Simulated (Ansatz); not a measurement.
Born–Oppenheimer molecular dynamics of CH9NSSi2 (14 atoms, charge 0, multiplicity 1). It starts from a relaxed structure.

Computed with UKS PBE0/STO-3G (Ansatz 0.2.0).

```yaml
ensemble: NVE (Milne-controlled integrator)
time_step: 0.5 fs
steps_asked: 131
starting_velocities_drawn_for: 1500 K
seed: 92124
```

First frame:

```xyz
14
Properties=species:S:1:pos:R:3
Si -1.543 0.829 1.082
N -0.446 0.968 -0.314
C 0.863 0.231 -0.224
Si 0.628 -1.652 -0.242
S 1.956 0.789 -1.582
H -0.859 0.898 2.359
H -2.246 -0.429 1.016
H -2.479 1.922 0.990
H -0.193 1.979 -0.440
H 1.432 0.495 0.694
H 1.928 -2.276 -0.187
H -0.045 -2.053 -1.454
H -0.139 -2.092 0.899
H 1.130 0.362 -2.567
```

Problem. What does the run give?

Solution. All steps were run.

| Item | Value |
| --- | --- |
| steps done | 131 |
| time covered | 65.5 fs |
| mean temperature over the second half | 751 K |
| spread of the potential energy over the second half | 17.6 meV per atom |
| mean potential energy of the second half above the start | 83.0 meV per atom |

The conserved energy stayed within 0.03 meV per atom of its start (net change -0.0096 meV per atom), so the integration is sound. The temperature averaged 0.50 of the 1500 K drawn at the start: a run that starts near a minimum puts about half its kinetic energy into the potential. A run of 0.066 ps of so small a system gives no equilibrium averages. Limits of this set-up: minimal basis.

Problem. What happens to the structure?

Solution. The same pairs are bonded in the first frame and the last. Pairs count as bonded within 1.25 times the sum of covalent radii (0.12 Å more for H–H). This is one draw of velocities; another would differ in detail.

Problem. How do temperature and energy run in time?

Solution. 
```json
{"time (fs)": "0.0", "T (K)": "1500", "potential energy less start (eV)": "0.000", "conserved less start (meV/atom)": "0.00"}
{"time (fs)": "3.0", "T (K)": "863", "potential energy less start (eV)": "0.988", "conserved less start (meV/atom)": "-0.01"}
{"time (fs)": "6.0", "T (K)": "433", "potential energy less start (eV)": "1.655", "conserved less start (meV/atom)": "0.00"}
{"time (fs)": "9.0", "T (K)": "302", "potential energy less start (eV)": "1.857", "conserved less start (meV/atom)": "0.00"}
{"time (fs)": "12.0", "T (K)": "956", "potential energy less start (eV)": "0.843", "conserved less start (meV/atom)": "-0.01"}
{"time (fs)": "15.0", "T (K)": "983", "potential energy less start (eV)": "0.803", "conserved less start (meV/atom)": "-0.01"}
{"time (fs)": "18.0", "T (K)": "827", "potential energy less start (eV)": "1.045", "conserved less start (meV/atom)": "0.00"}
{"time (fs)": "21.0", "T (K)": "486", "potential energy less start (eV)": "1.573", "conserved less start (meV/atom)": "0.00"}
{"time (fs)": "24.0", "T (K)": "556", "potential energy less start (eV)": "1.464", "conserved less start (meV/atom)": "-0.01"}
{"time (fs)": "27.0", "T (K)": "828", "potential energy less start (eV)": "1.043", "conserved less start (meV/atom)": "-0.01"}
{"time (fs)": "30.0", "T (K)": "1005", "potential energy less start (eV)": "0.768", "conserved less start (meV/atom)": "0.00"}
{"time (fs)": "33.0", "T (K)": "796", "potential energy less start (eV)": "1.091", "conserved less start (meV/atom)": "0.00"}
{"time (fs)": "36.0", "T (K)": "599", "potential energy less start (eV)": "1.398", "conserved less start (meV/atom)": "-0.01"}
{"time (fs)": "39.0", "T (K)": "534", "potential energy less start (eV)": "1.498", "conserved less start (meV/atom)": "-0.01"}
{"time (fs)": "42.0", "T (K)": "764", "potential energy less start (eV)": "1.142", "conserved less start (meV/atom)": "0.00"}
{"time (fs)": "45.0", "T (K)": "886", "potential energy less start (eV)": "0.953", "conserved less start (meV/atom)": "0.00"}
{"time (fs)": "48.0", "T (K)": "873", "potential energy less start (eV)": "0.972", "conserved less start (meV/atom)": "-0.01"}
{"time (fs)": "51.0", "T (K)": "742", "potential energy less start (eV)": "1.175", "conserved less start (meV/atom)": "-0.01"}
{"time (fs)": "54.0", "T (K)": "511", "potential energy less start (eV)": "1.534", "conserved less start (meV/atom)": "0.00"}
{"time (fs)": "57.0", "T (K)": "796", "potential energy less start (eV)": "1.092", "conserved less start (meV/atom)": "0.00"}
{"time (fs)": "60.0", "T (K)": "872", "potential energy less start (eV)": "0.974", "conserved less start (meV/atom)": "-0.01"}
{"time (fs)": "63.0", "T (K)": "1026", "potential energy less start (eV)": "0.735", "conserved less start (meV/atom)": "-0.01"}
```

The run took 12 min on 1 thread of Arm Neoverse V1, with other jobs on the host, peak memory 0.18 GiB.
